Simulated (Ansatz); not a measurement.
Reaction (formal hydrolysis of a C–F bond): `BOCF` + H₂O → `BOCO` + H–F

Isolated molecules relaxed with PBE0-D4/def2-TZVP in Ansatz; ΔE leaves out vibrations. CBS: MP2 limit from def2 TZ/QZ plus the TZ coupled-cluster correction, frozen cores. This one scheme is used for every species. DFT in def2-TZVPP. B3LYP here is the variant with VWN-RPA as its local correlation; programs differ in this. One conformer a species, not always the lowest.

Question: Is it downhill or uphill in electronic energy at CCSD(T)/CBS, and by how much? (An estimate is asked.)

Answer: The calculation gave: Downhill: ΔE = -3.9 kJ/mol.

Question: What do these levels give: LDA (SPW92), r2SCAN-D4, PBE0-D4, B3LYP-D4, r2SCANh-D4, CAM-B3LYP-D4, PBE, r2SCAN, CAM-B3LYP, LC-ωPBE, CCSD/def2-SVP, SCS-MP2/def2-TZVPP? (An estimate is asked.)

Answer: Computed: LDA (SPW92) -5.9, r2SCAN-D4 0.4, PBE0-D4 -2.9, B3LYP-D4 0.1, r2SCANh-D4 -0.1, CAM-B3LYP-D4 0.9, PBE -1.1, r2SCAN 0.8, CAM-B3LYP 2.1, LC-ωPBE -0.7, CCSD/def2-SVP -4.6, SCS-MP2/def2-TZVPP -3.5 kJ/mol.

Largest T1 diagnostic among the species: 0.013.

In def2-TZVPP, CCSD(T) changes the Hartree–Fock value by −10.4 kJ/mol (the triples alone add −1.2 kJ/mol) and MP2 by −13.4 kJ/mol. Leaving LDA and LC-ωPBE aside and taking each functional with its dispersion term where it has one, the values, not all of them listed here, spread over 6.6 kJ/mol, from revPBE-D4 to B97M-V. LDA lies −4.8 kJ/mol from PBE without D4.
